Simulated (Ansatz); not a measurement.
Start from `F[Si](F)(I)I` and change one atom or group to get `C[Si](F)(F)I`.

Ansatz, PBE0-D4/def2-TZVP geometries, multiplicity 1. 

Elements past krypton have def2 core potentials.

```json
{"property": "size of the dipole moment (PBE/def2-TZVPP) / D", "`F[Si](F)(I)I`": "1.11"}
{"property": "LUMO energy (PBE0/def2-TZVPP) / eV", "`F[Si](F)(I)I`": "-1.60"}
{"property": "HOMO–LUMO gap (PBE0/def2-TZVPP) / eV", "`F[Si](F)(I)I`": "6.48"}
{"property": "ideal-gas entropy at 298 K and 1 bar (rigid rotor, harmonic PBE0-D4/def2-TZVP) / J/(mol·K)", "`F[Si](F)(I)I`": "365"}
{"property": "HOMO energy (PBE0/def2-TZVPP) / eV", "`F[Si](F)(I)I`": "-8.08"}
{"property": "LUMO energy (PBE/def2-TZVPP) / eV", "`F[Si](F)(I)I`": "-2.42"}
```

**Question.** What does the change do to each property? (Estimate.)

**Answer.** Computed: 
```csv
property,`C[Si](F)(F)I`,shift
size of the dipole moment (PBE/def2-TZVPP) / D,2.10,0.99
LUMO energy (PBE0/def2-TZVPP) / eV,-0.13,1.47
HOMO–LUMO gap (PBE0/def2-TZVPP) / eV,7.93,1.45
"ideal-gas entropy at 298 K and 1 bar (rigid rotor, harmonic PBE0-D4/def2-TZVP) / J/(mol·K)",357,-8
HOMO energy (PBE0/def2-TZVPP) / eV,-8.06,0.02
LUMO energy (PBE/def2-TZVPP) / eV,-1.03,1.39
```

The zero-point energy changes by 94.3 kJ/mol with +9 modes. Dipoles are sizes alone; their direction can turn.

Spin–orbit coupling is left out; it splits and shifts lone-pair levels of the heavy atoms by tenths of an eV.
